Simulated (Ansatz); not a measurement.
All numbers were calculated with Ansatz.

A structure relaxed at PBE0-D4/def2-TZVP, charge 0, multiplicity 2:

Cartesian coordinates in Å:
```
O 1.5044 1.1524 -1.2644
B 0.8402 1.5643 -0.1685
O -0.0461 0.8676 0.5656
Si -0.7486 -0.6280 0.5972
H 1.3116 0.2468 -1.5452
H -2.2144 -0.4635 0.4715
H -0.2433 -1.4555 -0.5350
H -0.4037 -1.2842 1.8787
```

(1) Give its formula and SMILES.

(2) Point group (tolerance 0.08 Å, 0.16 Å for H)?

(3) Summarise the bond lengths by kind.

Results:

(1) BH4O2Si, `O[B]O[SiH3]`.

(2) Cs.

(3) 2 × B–O 1.345 to 1.346 Å; 1 × H–O 0.968 Å; 1 × O–Si 1.653 Å; 3 × H–Si 1.480 to 1.491 Å.
